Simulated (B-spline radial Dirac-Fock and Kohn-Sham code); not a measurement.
# Form factor and incoherent scattering function of Te²⁸⁺

System: Te²⁸⁺, configuration 1s2 2s2 2p6 3s2 3p6 3d6.

Level of theory: Dirac-Fock orbitals of the configuration average with a finite nucleus; a B-spline atomic structure program. f₀ is the Fourier transform of the spherical electron density, S the Waller-Hartree incoherent function, and s = sin θ/λ.

```
s (Å⁻¹)      f₀       S
      0  24.000   0.000
   0.05  23.973   0.025
    0.1  23.891   0.098
   0.15  23.756   0.219
    0.2  23.569   0.387
   0.25  23.331   0.600
    0.3  23.045   0.854
   0.35  22.714   1.147
    0.4  22.340   1.475
   0.45  21.927   1.835
    0.5  21.479   2.223
    0.6  20.491   3.069
    0.7  19.410   3.979
    0.8  18.268   4.926
    0.9  17.096   5.882
      1  15.925   6.827
    1.1  14.779   7.744
    1.2  13.681   8.622
    1.4  11.686  10.231
    1.6  10.017  11.632
    1.8   8.687  12.838
      2   7.662  13.874
    2.5   6.064  15.911
      3   5.170  17.429
    3.5   4.479  18.624
      4   3.837  19.579
      5   2.732  20.925
      6   1.988  21.743
```

f₀ starts at the number of electrons, 24, and has fallen to half at s ≈ 1.37 Å⁻¹. The sum of ⟨r²⟩ over the electrons is 1.482 bohr².

Values without a named source are computed, but for edge energies of neutral atoms, which are taken from tables.
